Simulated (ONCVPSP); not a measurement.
Reading a pseudo-wave (Al)

Columns: radius, all-electron u(r) and pseudo u(r) of the 2p shell (level -69.71 eV) of aluminium in the configuration [He] 2s2 2p6 3s2 3p1; LDA (Perdew-Zunger), scalar-relativistic, ONCV scheme, ONCVPSP 4.0.1.

```
r (bohr)  all-electron  pseudo
   0.057        0.1568  0.0640
   0.115        0.4493  0.2439
   0.172        0.7274  0.4949
   0.230        0.9506  0.7721
   0.288        1.1031  1.0193
   0.345        1.1908  1.1971
   0.402        1.2279  1.2954
   0.460        1.2265  1.3188
   0.518        1.1962  1.2827
   0.575        1.1473  1.2121
   0.632        1.0862  1.1262
   0.690        1.0166  1.0365
   0.747        0.9448  0.9525
   0.805        0.8709  0.8729
   0.862        0.7995  0.7996
   0.920        0.7294  0.7293
   0.977        0.6639  0.6638
   1.035        0.6012  0.6011
   1.092        0.5438  0.5437
   1.150        0.4897  0.4897
   1.208        0.4401  0.4400
   1.265        0.3955  0.3954
   1.322        0.3549  0.3548
   1.380        0.3173  0.3172
   1.438        0.2834  0.2833
   1.495        0.2532  0.2532
```

How many radial nodes do the two functions have?

The all-electron 2p function has n − l − 1 = 0; the pseudo-wave has 0.

At about which radius was the pseudo-wave matched?

0.95 bohr. The columns agree to 0.0005 from 0.86 bohr on; several derivatives are matched, so the curves merge somewhat inside the radius.

Is the pseudo-wave norm-conserving?

Yes: the ONCV scheme keeps the norm inside the radius equal to the all-electron one, which fixes the energy derivative of the logarithmic derivative at the level.
